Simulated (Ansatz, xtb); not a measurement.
# C6H4O3: which of two isomers lies lower

Structure I is `O=Cc1ccc(C=O)o1`, a singlet and structure II is `O=Cc1ccoc1C=O`, a singlet. Both are isolated molecules in the gas phase, relaxed with B3LYP-D3(BJ)/def2-SVP, each in the lowest conformer that the search found.

Estimate E(II) − E(I) at the level CCSD(T)/def2-SVP + ΔMP2/def2-TZVPP.

CCSD(T)/def2-SVP + ΔMP2/def2-TZVPP gives E(II) − E(I) = +2.28 kJ/mol, slightly favouring structure I, which is too small a margin to settle the true order.

The same difference at several levels:

```csv
level,geometry,E(II) − E(I) (kJ/mol),departure from the last row (kJ/mol),"job, with rough time for the two"
GFN2-xTB,GFN2-xTB,+3.09,+0.81,"optimisation, 0.21 s"
HF/STO-3G,GFN2-xTB,+1.96,−0.32,"single point, 1.1 s"
r2SCAN-D4/def2-SVP,GFN2-xTB,+5.57,+3.29,"single point, 12 s"
B3LYP-D3(BJ)/def2-SVP,B3LYP-D3(BJ)/def2-SVP,+1.97,−0.31,"optimisation, 85 s"
HF/def2-SVP,B3LYP-D3(BJ)/def2-SVP,−0.08,−2.36,part of the CCSD(T) run
MP2/def2-SVP,B3LYP-D3(BJ)/def2-SVP,+0.44,−1.84,part of the CCSD(T) run
CCSD(T)/def2-SVP,B3LYP-D3(BJ)/def2-SVP,−1.26,−3.54,single point
CCSD(T)/def2-SVP + ΔMP2/def2-TZVPP,B3LYP-D3(BJ)/def2-SVP,+2.28,,"single point, 6.4 min"
```

As drawn, both hold the same kinds of bond in the same numbers.

The largest departure from CCSD(T)/def2-SVP + ΔMP2/def2-TZVPP is that of CCSD(T)/def2-SVP, 3.54 kJ/mol. The last row adds to CCSD(T) the change of the MP2 difference between the two basis sets, here +3.54 kJ/mol.

With thermal terms from frequencies at re-optimised GFN2-xTB minima (ideal gas, soft modes damped towards free rotors, one conformer each, 298.15 K, 1 atm): the zero-point term adds +0.40 kJ/mol; ΔH is +2.68 and ΔG +0.74 kJ/mol.

The correlated steps freeze 9 core orbitals. Run with Ansatz 0.2.0, xtb 6.7.1; the last row on 2 threads of Arm Neoverse N1 on a shared host.
